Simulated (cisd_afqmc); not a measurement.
Input (AFQMC/CISD/cc-pVDZ; cisd_afqmc is a phaseless AFQMC code with CISD trial states that reads the integrals written by Ansatz):

Ansatz 0.2 input:
```python
import cisd_afqmc

open("ham.yaml", "w").write("""\
crystal:
  periodic: [false, false, false]
  atoms:
    - {symbol: Ge, position_ang: [0.00178174, -0.00229427, 0.34278814]}
    - {symbol: F, position_ang: [0.71184924, 1.29400621, -0.60448421]}
    - {symbol: F, position_ang: [-0.71818432, -1.28584881, -0.61431806]}
basis:
  gaussian:
    orbitals: cc-pVDZ
magnetization: {spin_polarized: true, initial_magnetization: 2}
correlation: {method: ccsd, electrons: outside_noble_gas, hamiltonian_folder: ham}
""")
rep = cisd_afqmc.ansatz("ham.yaml")
e_ccsd = rep["correlation"]["coupled_cluster"]["energy"]["hartree"]
out = cisd_afqmc.run("ham", e_ccsd, trial="CISD", walkers=200, populations=8, threads=8, dt=0.005, steps=40, early=24, settle=10, least=32,
    cut=5e-5, rank_cut=2e-4, target=0.0004, seconds=1500, seed=1, memory=17280, gpu=False)
```

Output:

```
orbitals 39, occupied [10, 8], factors 205 of 591, rank of the doubles 254 of 538
E(HF) = -2274.187688
E(CCSD) on the cut factors = -2274.628106, shift to the whole factors 0.000007
Energy of the trial state on the determinant = -2274.628084
  tau behind 7.2 of longer steps, mean of the populations' last blocks
   2.0  -2274.63687
   4.0  -2274.63891
   6.0  -2274.63975
   8.0  -2274.63852
  10.0  -2274.63888
blocks 393 (1 outliers left out), error by blocks joined: 1: 0.00024, 2: 0.00029, 4: 0.00033, 8: 0.00039, 16: 0.00038
E(AFQMC/CISD) = -2274.63882 +/- 0.00039
```

This triplet is an excited state, 3.5 eV above the singlet at CCSD(T)/cc-pV5Z (Ansatz).
